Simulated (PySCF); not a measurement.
## Electron correlation in Cl³⁺ (chlorine, charge +3)

[Ne] 3s2 3p2, high-spin 3P determinant. Computed with PySCF 2.14 in def2-TZVPPD (6s6p4d1f, 51 functions), with no relativity, point nucleus. Frozen: 1s2; 12 electrons correlated.

MP2 pair energies summed by pair of shells (mhartree):

```csv
pair,energy,share (%)
2p-2p,-101.93,44.1
3s-3p,-45.64,19.7
3s-3s,-18.98,8.2
2p-3s,-17.59,7.6
2s-2p,-16.50,7.1
2p-3p,-14.03,6.1
3p-3p,-7.70,3.3
2s-2s,-4.61,2.0
2s-3s,-2.10,0.9
2s-3p,-2.05,0.9
```

Total MP2 correlation energy: -231.14 mhartree.

Same-spin part -60.97 and opposite-spin part -170.18 mhartree; SCS-MP2 scales them by 1/3 and 6/5 to -224.53 mhartree.

This basis was not built for core-valence correlation, so the inner-shell part is incomplete.
